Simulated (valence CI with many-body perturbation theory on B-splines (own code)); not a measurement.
## Lu32+ in three bases

Calculated by relativistic CI+MBPT: three valence electrons over a frozen Dirac-Fock core [Kr], radial functions for each j: 7 s, 7 p, 8 d, 6 f, 4 g, 1 h, with the one-electron correlation potential Σ1 (screened to all orders), the two-electron term Σ2, the three-electron term Σ3, Breit, model QED; selected single and double excitations, second order for the rest, scaled by the run's own slope (own B-spline code, finite nucleus).

No measured spectrum was set against this ion. As an estimate, large intervals hold to a few tenths of a per cent, small ones and those within an open d or f shell to about a per cent. Only levels of the ground parity were solved; by the run's estimate the other parity begins above the list, which can be wrong where configurations are misplaced.

The reference run has the lowest level (4d3/2^3) J=3/2 and an ionisation energy of 1293.47 eV. Its largest variational space holds 4964 state functions.

Levels are named by their leading jj configuration (3d3/2^4 stands for four electrons in 3d with j = 3/2), which in mixed levels can hold well under half, so a name can repeat and another be missing. Letters in brackets count levels of one name in rising energy.

Changed runs:
A. basis 6 s, 6 p, 5 d, 5 f, 1 g
B. basis 5 s, 5 p, 4 d, 4 f

Excitation energies of the reference run in cm⁻¹, and shifts in cm⁻¹:

```csv
Level,Reference,A,B
(4d3/2^2 4d5/2) J=5/2 [a],92827,-140,-416
(4d3/2^2 4d5/2) J=3/2,111884,-71,+60
(4d3/2^2 4d5/2) J=7/2,120750,-27,+64
(4d3/2^2 4d5/2) J=9/2,124509,+28,+313
(4d3/2^2 4d5/2) J=1/2,126183,-47,+244
(4d3/2^2 4d5/2) J=5/2 [b],182959,+33,+515
(4d3/2 4d5/2^2) J=7/2 [a],213742,-75,-134
(4d3/2 4d5/2^2) J=9/2,225472,-86,-51
(4d3/2 4d5/2^2) J=3/2 [a],238754,-18,+104
(4d3/2 4d5/2^2) J=1/2,246855,+16,+483
(4d3/2 4d5/2^2) J=11/2,254119,+38,+568
(4d3/2 4d5/2^2) J=5/2 [a],255300,+25,+504
Ionisation energy (eV),1293.47,-0.041,-0.10
```
